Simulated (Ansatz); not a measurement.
`[F][AlH][CH2]CCl` + CH₃OH → `C[O][AlH][F]` + `CCCl` at 298.15 K and 1 bar (ligand exchange at the Al–C bond).

Computed with Ansatz on PBE0-D4/def2-TZVP structures; ΔE is electronic, products minus reactants. CCSD(T)/CBS adds triple-zeta CCSD(T) − MP2 to the extrapolated MP2 energy (def2 sets, frozen cores). This one scheme is used for every species. One conformer a species, not always the lowest.

```tsv
species	CCSD(T)/CBS energy (Eh)	H − E (kJ/mol)	S (J/(mol·K))
`[F][AlH][CH2]CCl`	-880.77864	193.0	361.9
CH₃OH	-115.61712	146.3	238.2
`C[O][AlH][F]`	-457.55503	153.7	324.2
`CCCl`	-538.89655	188.1	274.6
```

H − E and S are ideal-gas, rigid-rotor, harmonic terms from PBE0-D4/def2-TZVP, for one conformer and one mirror image of each species. 1 Eh = 2625.50 kJ/mol, R = 8.31446 J/(mol·K).

Q: By hand: ΔE, ΔH, ΔS and ΔG.

A: ΔE = (-457.55503) + (-538.89655) − (-880.77864) − (-115.61712) = -0.05582 Eh = -146.6 kJ/mol. Δ(H − E) = 153.7 + 188.1 − 193.0 − 146.3 = 2.5, so ΔH = -144.1 kJ/mol. ΔS = 324.2 + 274.6 − 361.9 − 238.2 = -1.3 J/(mol·K). ΔG = -144.1 − 298.15 × (-1.3)/1000 = -143.7 kJ/mol.

Q: By hand: the equilibrium constant, and the temperature at which ΔG would vanish if ΔH and ΔS stayed fixed.

A: log₁₀ K = −ΔG/(RT ln 10) = 25.2. ΔG = 0 at ΔH/ΔS = 110846 K, far beyond where these terms or the molecules hold.

The number of gas molecules stays the same, so ΔS is small and ΔH decides. A doubt of 5 kJ/mol in ΔE shifts log₁₀ K by 0.9 here. Other conformers and mirror images would add mixing entropy, several J/(mol·K) or more a flexible species. Modes under 60 cm⁻¹, often nearly free rotors, make the harmonic entropy too high. These are equilibria of isolated gas molecules and say nothing of rates. Largest T1 diagnostic: 0.013 (customary marks: 0.02 for closed shells, 0.045 for open ones).
